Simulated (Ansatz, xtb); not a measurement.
Two conformers of C2H6BF (SMILES CCBF), B3LYP-D3(BJ)/def2-TZVP minima.
Conformer 1 (charge 0, multiplicity 1):
| atom | x (Å) | y (Å) | z (Å) |
|---|---|---|---|
| C | -1.1887 | 0.2189 | -0.1433 |
| C | 0.1073 | -0.5696 | 0.0614 |
| B | 1.4314 | 0.2473 | 0.1276 |
| F | 1.4169 | 1.5738 | 0.0090 |
| H | -1.3452 | 0.9375 | 0.6629 |
| H | -2.0584 | -0.4392 | -0.1761 |
| H | -1.1637 | 0.7843 | -1.0763 |
| H | 0.2362 | -1.3237 | -0.7280 |
| H | 0.0581 | -1.1734 | 0.9787 |
| H | 2.5062 | -0.2559 | 0.2843 |
Conformer 2 (charge 0, multiplicity 1, Z-matrix in Å and degrees):
```
C
H 1 1.0961
H 1 1.1010 2 104.17
C 1 1.5319 2 111.23 3 -118.30
H 4 1.0911 1 111.74 2 57.72
H 4 1.0917 5 107.70 1 -122.41
H 4 1.0919 5 107.53 6 -115.27
B 1 1.5589 2 109.29 3 112.53
F 8 1.3324 1 119.42 2 -39.96
H 8 1.1978 9 116.00 1 178.67
```

No zero-point or thermal terms.

The values were computed with Ansatz (a first-principles code) with Gaussian orbitals; xtb for the GFN methods. Each number belongs to the level named beside it.

Estimate the electronic energy of conformer 2 less that of conformer 1 that GFN2-xTB returns for this input.

-0.3 kcal/mol
